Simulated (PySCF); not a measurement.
**Working out the ionisation energy of Mn**

Mn [Ar] 3d5 4s2 (6S) → Mn⁺ [Ar] 3d5 4s1 (7S). Computed with PySCF 2.14 in aug-cc-pVTZ (8s7p5d3f2g, 93 functions), with the non-relativistic Hamiltonian (point nucleus). Frozen: [Ar]. Energies in hartree (1 hartree = 27.21139 eV):

| part | Mn (lower) | Mn⁺ (upper) |
| --- | --- | --- |
| UHF | -1149.868681 | -1149.649170 |
| MP2 opposite-spin | -0.037772 | 0.000000 |
| MP2 same-spin | -0.084946 | -0.085876 |

Question: What does Hartree-Fock give?

Answer: (-1149.649170) − (-1149.868681) = 0.219511 hartree = 5.973 eV.

Question: What do MP2 and SCS-MP2 (6/5 opposite-spin, 1/3 same-spin) give?

Answer: The opposite-spin parts differ by 1.028 eV and the same-spin parts by -0.025 eV. MP2: 5.973 + (1.028) + (-0.025) = 6.976 eV. SCS-MP2: 5.973 + 1.2 × (1.028) + (-0.025)/3 = 7.198 eV.

Measured between the centres of the two terms (NIST): 7.434 eV, so MP2 (valence) is off by -0.458 eV.

The calculation is non-relativistic.

What remains against the reference includes basis incompleteness, the frozen core and correlation beyond second order.
